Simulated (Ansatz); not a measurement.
Reaction (atomization): `[SiH3][N]1[CH2][AlH]1` → Al• + C• + 6 H• + N• + Si•

Program: Ansatz. Geometries: PBE0-D4/def2-TZVP. ΔE: electronic, gas phase. CCSD(T)/CBS is the MP2 limit (def2-TZVPP, def2-QZVPP) plus CCSD(T) − MP2 in def2-TZVPP, frozen cores. This one scheme is used for every species, atoms too. Functionals use def2-TZVPP. Open shells (•) are unrestricted, without spin–orbit coupling. Spin–orbit coupling would lower the free atoms: a little for Al, C, Si.

`[SiH3][N]1[CH2][AlH]1`:

Z-matrix (Å, degrees):
```
Si
N 1 1.707
H 1 1.493 2 111.7
H 1 1.493 2 111.6 3 119.4
H 1 1.488 2 109.0 3 -120.3
C 2 1.531 1 123.6 3 -59.8
Al 2 1.743 1 165.7 3 120.1
H 6 1.092 2 114.1 1 -64.4
H 6 1.092 2 114.1 1 64.4
H 7 1.568 2 144.6 1 0.1
```

| species | LC-ωPBE energy (Eh) |
| --- | --- |
| `[SiH3][N]1[CH2][AlH]1` | -628.17705 |
| Al• | -242.26866 |
| C• | -37.82224 |
| H• | -0.50601 |
| N• | -54.56726 |
| Si• | -289.26970 |

Question: Work out ΔE.

Answer: ΔE = 6 × (-0.50601) + (-242.26866) + (-37.82224) + (-54.56726) + (-289.26970) − (-628.17705) = 1.21313 Eh = +3185.1 kJ/mol. CCSD(T)/CBS gives +3207.5 kJ/mol.

Question: What do rigid-rotor, harmonic-oscillator terms from PBE0-D4/def2-TZVP frequencies (298.15 K, 1 bar) make of the CCSD(T)/CBS value? (Estimate.)

Answer: Computed: ΔZPE = -166.5 kJ/mol, ΔH = +3083.9 kJ/mol, ΔS = 1006 J/(mol·K), ΔG = +2783.9 kJ/mol. Open shells count their whole term as degenerate.

Largest T1 diagnostic among the species: 0.018.

The D4 term adds +33.6 kJ/mol with B3LYP and +17.5 kJ/mol with PBE0; it sums over pairs of atoms, weighted by their polarisabilities, and B3LYP, whose exchange is more repulsive, gets the larger term. In def2-TZVPP, CCSD(T) changes the Hartree–Fock value by +828.5 kJ/mol (the triples alone add +46.8 kJ/mol) and MP2 by +858.7 kJ/mol; breaking electron pairs costs correlation energy, which Hartree–Fock lacks.

B3LYP here is the variant with VWN-RPA as its local correlation; programs differ in this.

For atomizations the MP2-based limit and the directly extrapolated one differ by several kJ/mol either way, and by 10 to 25 for some Ge, Se and Sn compounds, so smaller differences from it don't rank the levels.
